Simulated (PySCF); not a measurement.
## Worked example: entropy of an ideal gas

C2H5S, SMILES CC[S], multiplicity 2.

Geometry: PBE0-D3(BJ)/def2-TZVP. The isomer is the one that the SMILES or the coordinates give; other isomers of the formula were not compared.

PBE0-D3(BJ)/def2-TZVP run with PySCF gives the harmonic wavenumbers 223, 332, 462, 695, 896, 988, 1083, 1250, 1277, 1405, 1420, 1480, 1488, 3029, 3049, 3049, 3123, 3141 cm⁻¹ and the rotational temperatures 1.6112, 0.2620, 0.2391 K. The molar mass is 61.12 g/mol, the symmetry number 1, the spin multiplicity 2.

Work out the entropy at 298.15 K and 1 atm in the rigid-rotor, harmonic-oscillator model.


Translation (Sackur–Tetrode at 1 atm): S = R[1.5 ln M + 2.5 ln T − 1.16487] = 160.0 J/(mol K).
Rotation: q = (√π/σ) T^1.5/√(θA θB θC) = 28700, S = R[ln q + 3/2] = 97.8 J/(mol K).
Vibration: with u = 1.4388 ν/T, each mode gives R[u/(e^u − 1) − ln(1 − e^−u)]:
```tsv
ν (cm⁻¹)	modes	u	S (J/(mol K))
223	1	1.08	8.09
332	1	1.60	5.23
462	1	2.23	3.18
695	1	3.35	1.31
896	1	4.32	0.59
988	1	4.77	0.41
1083	1	5.23	0.28
1250	1	6.03	0.14
1277	1	6.16	0.13
1405	1	6.78	0.07
1420	1	6.85	0.07
1480	1	7.14	0.05
1488	1	7.18	0.05
```
The stiffer modes add less than 0.005 each. Sum 19.6 J/(mol K).
Spin: R ln 2 = 5.8 J/(mol K).
Total 283.2 J/(mol K); the program's own thermochemistry gives 283.2. Translation makes up 57 % and vibration 7 %. Anharmonicity, hindered rotation and orbital degeneracy are left out.
